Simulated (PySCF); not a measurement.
Start geometry of `[Si@H](CC)(Cl)OC` from GFN2-xTB (Å):
```
atom  x, y, z in Å
C1    -1.8759    1.1741    0.3381
C2    -1.5646   -0.2351   -0.1565
Si3    0.0659   -0.9175    0.5214
Cl4    0.4790   -2.7492   -0.2475
O5     1.1787    0.1433    0.0159
C6     2.5772    0.0656    0.0541
H7    -2.8109    1.5338   -0.0877
H8    -1.0816    1.8585    0.0535
H9    -1.9649    1.1890    1.4216
H10   -1.5461   -0.2313   -1.2483
H11   -2.3763   -0.9025    0.1363
H12    0.0825   -1.0809    1.9755
H13    2.9722    0.8212   -0.6251
H14    2.9391    0.2607    1.0656
H15    2.9213   -0.9217   -0.2602
```

**Question.** What comes out of this run: PBE0-D3(BJ)/def2-SVP geometry optimisation, gas phase in PySCF 2.14.0?

**Answer.** 
```
atom  x, y, z in Å
C1    -2.2599   -0.3817   -0.9399
C2    -1.9449   -1.7999   -1.4103
Si3   -0.2631   -2.3970   -0.8925
Cl4    0.1126   -4.2660   -1.7268
O5     0.8429   -1.3135   -1.4738
C6     2.2321   -1.4018   -1.3031
H7    -3.2577   -0.0589   -1.2745
H8    -1.5243    0.3364   -1.3324
H9    -2.2420   -0.3026    0.1590
H10   -1.9800   -1.8679   -2.5113
H11   -2.6910   -2.5230   -1.0385
H12   -0.0998   -2.5597    0.5818
H13    2.7086   -0.5829   -1.8623
H14    2.5207   -1.3063   -0.2406
H15    2.6289   -2.3586   -1.6851
```

The energy falls by 11.4 kJ/mol over 9 energy and gradient evaluations, the largest force component goes from 0.0284 to 4.2e-04 Eh/bohr, and the atoms move by 0.113 Å rms after alignment. The bond that changes most is Si3–Cl4 (chlorine-bound silicon to silicon-bound chlorine), which lengthens by 0.052 Å. Bonds longer at the end by more than 0.005 Å: 11 of 14; shorter: 1. Among the angles that change most is Si3–O5–C6, from 129.9° to 125.3°. Among the dihedrals that turn most is Si3–O5–C6–H15, from 44° to 56°. Rotational constants go from 2603, 1725, 1113 to 2509, 1729, 1094 MHz. The orientation of the end geometry is arbitrary; only internal coordinates are fixed.

The run used 137 basis functions and 58 SCF cycles in all. The run took about 80 s of CPU time (one thread, shared machine).

Whether it is a minimum is left open (no frequencies). The numbers are those of one conformer.
